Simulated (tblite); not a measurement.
C6H12OSi.
Z-matrix (Å and degrees, GFN2-xTB geometry), rows numbered from 1:
```
C 
C   1  1.5204
O   2  1.4017  1  108.95
C   3  1.4252  2  113.02  1   174.65
C   4  1.5025  3  108.90  2   167.35
C   5  1.3216  4  118.97  3   125.24
C   6  1.5001  5  119.40  4    -0.77
Si  7  1.9067  6  104.35  5    -2.79
H   1  1.0867  2  109.83  3    58.27
H   1  1.0866  2  109.88  3   -60.96
H   1  1.0867  2  110.05  3   178.63
H   2  1.1040  1  110.37  3   120.70
H   2  1.1040  1  110.40  3  -120.76
H   4  1.1045  3  108.08  2    49.40
H   5  1.0793  4  117.76  3   -54.26
H   6  1.0812  5  122.27  4   178.96
H   7  1.0914  6  109.83  5  -124.81
H   7  1.0915  6  109.89  5   118.79
H   8  1.4668  4  112.82  3   120.31
H   8  1.4624  4  111.59  3    -6.16
```

Calculated harmonic vibrations of the isolated species, GFN2-xTB (tblite), most abundant isotopes, no scaling. This tight-binding method is rough: wavenumbers can miss measured ones by several per cent, in bad cases by 10 to 20. Modes of hydrogen on silicon can be 10 to 20 % off. One conformer, not necessarily the lowest.

Harmonic wavenumbers (cm⁻¹): 44.2, 71.4, 103.7, 156.4, 202.9, 240.4, 304.7, 345.7, 435.9, 471.6, 505.9, 553.1, 635.6, 651.6, 703.5, 731.3, 759.9, 797.2, 821.4, 840.8, 898.8, 932.4, 991.1, 1036.3, 1061.3, 1096.9, 1104.4, 1128.3, 1146.8, 1155.5, 1212.2, 1241.2, 1256.1, 1283.5, 1311.0, 1351.0, 1400.4, 1460.8, 1475.5, 1495.0, 1503.8, 1711.9, 2236.0, 2274.9, 2783.2, 2800.8, 2844.6, 2957.0, 2981.1, 3042.0, 3047.1, 3051.2, 3059.0, 3087.2.

A = 3584, B = 996.5, C = 846.7 MHz; mass 128.066 u (most abundant isotopes); point group C1, symmetry number 1.

Q: Zero-point energy?

A: Half the sum of the wavenumbers: 35398 cm⁻¹ = 101.21 kcal/mol.

Q: Entropy at 400 K, 1 bar (ideal gas, RRHO, classical rotation)?

A: Translation 41.94, rotation 29.93, vibration 38.13: S = 110.0 cal/(mol K).

Q: And Cp and H(400 K) − H(0)?

A: Cp = 49.48 cal/(mol K), of which vibrations give 41.53 (their classical limit is 54 R = 107.3); H(400 K) − H(0) = 11.24 kcal/mol without the zero-point energy, 8.06 from vibrations.

Q: Which modes carry the vibrational entropy at 400 K?

A: 44.2 cm⁻¹: 5.64; 71.4 cm⁻¹: 4.69; 103.7 cm⁻¹: 3.96; 156.4 cm⁻¹: 3.16; 202.9 cm⁻¹: 2.66; 240.4 cm⁻¹: 2.34 cal/(mol K); the other 48 give 15.69 together.

Q: Blend soft modes into free rotors: weight 1/[1 + (100 cm⁻¹/ν̃)⁴] for the oscillator and the rest for a rotor with moment μB/(μ + B), μ = h/(8π²ν), B = 10⁻⁴⁴ kg m². What vibrational entropy results?

A: 35.08 cal/(mol K) in place of 38.13, which changes −T·S at 400 K by +1.22 kcal/mol.

Q: How do the functions run with temperature in this model?

A: 
| T (K) | S (cal/(mol K)) | Cp (cal/(mol K)) | H − H(0) (kcal/mol) | G − H(0) (kcal/mol) | ln q(vib) |
| --- | --- | --- | --- | --- | --- |
| 50 | 58.5 | 12.9 | 0.50 | -2.42 | 0.53 |
| 100 | 68.9 | 17.8 | 1.27 | -5.62 | 1.67 |
| 298.15 | 97.1 | 38.5 | 6.75 | -22.21 | 6.49 |
| 373.15 | 106.7 | 46.7 | 9.95 | -29.85 | 8.37 |
| 500 | 122.1 | 58.7 | 16.67 | -44.37 | 11.60 |
| 750 | 149.3 | 75.6 | 33.61 | -78.39 | 17.91 |
| 1000 | 172.7 | 86.5 | 53.96 | -118.71 | 23.91 |

q(vib) and H(0) count from the zero-point level.

Q: What must be added to the electronic energy to get the Gibbs energy at 400 K and 1 bar?

A: ZPE + [H(400 K) − H(0)] − T·S = 101.21 + 11.24 − 44.00 = 68.45 kcal/mol.

Hindered rotation and anharmonicity are outside this model. Other conformers, if any are populated, would add a mixing term that is left out. The structure is chiral; the term R ln 2 for an equal mix with its mirror image is left out.

The run took 2.5 s wall on one thread of an Intel Xeon at 2.50 GHz, no GPU, shared host with 64 logical CPUs at a one-minute load of 61. The figure is for the frequency step alone.
